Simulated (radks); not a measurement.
Initial-state core-level shifts of the terbium ion Tb2+ when its valence configuration changes from [Xe] 4f9. Calculated with a radial shooting solver on a logarithmic mesh with Libxc functionals: Dirac Kohn-Sham, LDA (Slater exchange, Perdew-Wang correlation), spin-unpolarised, spherical densities, finite nucleus; open shells fill j = l - 1/2 first; Fermi nuclear charge, rms radius 5.06 fm. Shifts are changes of the shell-averaged eigenvalues in eV (positive: less bound); the change of the density at the nucleus, which sets a Mossbauer isomer shift, is in e/bohr^3, on a base of 6.839e+05.

valence               3p       3d       4d       5s  density at nucleus
4f7 5d2          -16.804  -16.606  -14.907   -7.507              +65.06
4f7 5d1.5 6p0.5  -18.764  -18.574  -16.872   -9.406              +68.69
4f6.5 5d2 6p0.5  -23.760  -23.509  -21.130  -11.341              +88.76
4f8 6p1          -11.498  -11.426  -10.783   -7.420              +36.23
4f8 5d1           -7.745   -7.656   -6.995   -3.687              +29.39
4f5.5 5d3 6p0.5  -34.582  -34.199  -30.102  -15.192             +133.00
4f8 6s1          -10.468  -10.395   -9.746   -6.391              +84.19
4f8.5 6s0.5       -4.974   -4.940   -4.667   -3.120              +39.37
